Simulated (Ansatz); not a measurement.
BrH4NSn, SMILES [NH2][SnH2][Br].

Geometry optimised at B3LYP-D3(BJ)/def2-SVP. The structure was generated by enumeration; whether it is a known compound was not checked. The def2 effective core potentials stand for the cores of Sn; spin–orbit coupling is left out. One conformer was computed; it need not be the lowest.

Two levels are set side by side: PBE/def2-SVPD (Ansatz, an electronic-structure program) and PBE0/def2-SVPD (Ansatz). Energy differences of separate SCF runs at the same geometry; the states with an electron removed or added have multiplicity 2 and 2. Differences are taken from unrounded values.

```
quantity                           PBE0
---------------------------------  ----
vertical ionisation energy (eV)    9.66
vertical singlet–triplet gap (eV)  5.02
```

Question: What does PBE give, and how far is it from PBE0? (Estimate from the structure and the level; the computed values follow.)

Answer: 
```
quantity                            PBE  PBE minus PBE0
---------------------------------  ----  --------------
vertical ionisation energy (eV)    9.33           -0.33
vertical singlet–triplet gap (eV)  4.59           -0.43
```
